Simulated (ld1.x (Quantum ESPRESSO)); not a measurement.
**gallium, ultrasoft: configuration errors across variants**

ld1.x (Quantum ESPRESSO) 7.5 input, shortened:

```
&input
   title='Ga', zed=31., rel=1, dft='PZ', iswitch=3,
   config='[Ar] 3d10 4s2 4p0'
 /
 &inputp
   pseudotype=3, tm=.true., lloc=-1, rcloc=0.75,
   nlcc=.true., new_core_ps=.true.,
   which_augfun='PSQ', rmatch_augfun_nc=.true.
 /
6
4S  1  0   2.00   0.00  1.20  1.70  0.0
4S  1  0   0.00  -0.15  1.20  1.70  0.0
4P  2  1   0.00   0.00  2.10  2.35  0.0
4P  2  1   0.00  -0.20  2.10  2.35  0.0
3D  3  2  10.00   0.00  0.55  0.65  0.0
3D  3  2   0.00  -1.15  0.55  0.65  0.0
 &test
   configts(1)='3d10 4s2 4p0'
 /
```

All-electron excitation energies from the reference (eV): (1) 3d10 4s2 4p1 -5.888; (2) 3d10 4s1 4p0 21.503; (3) 3d10 4s0 4p0 53.103; (4) 3d10 4s1 4p2 0.724; (5) 3d10 4s2 4p0.5 -3.768; (6) 3d9 4s2 4p2 14.514; (7) 3d10 4s2 4p1.3 -6.466; (8) 3d10 4s2 4p1 spin -6.022; (9) 3d10 4s1 4p0 spin 21.195.

Spin tests fill each open shell by Hund’s rule, majority spin first.

The default core radius of the base comes out at 0.31 bohr.

The overlap operator is not positive definite (basis up to 400 Ry) in “waves 4s (bound): rcut 1.20, rcutus 2.02 bohr; 4s channel at -0.15 Ry: rcut 1.20, rcutus 2.02 bohr”. Such files are unfit for use, however small their errors in these radial tests.

4 further variants failed, have other tests or another functional or relativity, and are left out.

A true bound ghost makes a file unfit for plane-wave use even where its test errors are small: the radial tests pick states by their node count and pass the ghost by.

Errors AE − PS in meV (a dash: test not solved or not reliable):

```tsv
change	(1)	(2)	(3)	(4)	(5)	(6)	(7)	(8)	(9)	bound ghosts
base	-1.3	-2.2	-6.5	-3.0	-0.3	-311	-1.7	-1.6	-2.5	s, p
waves 4p (bound): rcut 2.10, rcutus 2.84 bohr; 4p channel at -0.2 Ry: rcut 2.10, rcutus 2.84 bohr	-2.2	-2.2	-6.5	-10	-0.6	-425	-3.0	-1.7	-2.5	s, p
local potential all-electron potential smoothed inside 2.40 bohr (lloc = -1)	-1.5	-2.2	-6.6	-3.7	-0.3	-379	-1.9	-1.8	-2.5	s
core correction Bessel-smoothed model core inside 0.70 bohr	-1.3	-2.2	-6.4	-3.0	-0.3	-311	-1.7	-1.5	-2.3	s, p
waves 4s (bound): rcut 1.20, rcutus 2.02 bohr; 4s channel at -0.15 Ry: rcut 1.20, rcutus 2.02 bohr	-1.3	-2.3	-6.8	-2.6	-0.3	-310	-1.7	-1.6	-2.7	p (s not tested, overlap not positive)
wave 4p channel at -0.2 Ry: rcut 2.10, rcutus 2.35 bohr becomes 4p channel at 4.92 Ry: rcut 2.10, rcutus 2.35 bohr	-1.3	-2.2	-6.5	-2.9	-0.3	-320	-1.7	-1.6	-2.5	s, p
local potential all-electron potential smoothed inside 1.55 bohr (lloc = -1)	-1.3	-2.2	-6.6	-3.3	-0.3	-312	-1.8	-1.6	-2.5	none
type PAW; local potential all-electron potential smoothed inside 2.25 bohr (lloc = -1); augmentation PSQ, radius 0.55 bohr	+0.7	-3.5	-14	+0.1	+0.5	-211	+0.8	+0.7	-4.2	none
```

Problem. Give the same row for: wave 4p channel at -0.2 Ry: rcut 2.10, rcutus 2.35 bohr becomes 4p channel at 4.9 Ry: rcut 2.10, rcutus 2.35 bohr.

Solution. -1.3, -2.2, -6.5, -2.9, -0.3, -320, -1.7, -1.6, -2.5; bound ghosts: s, p.
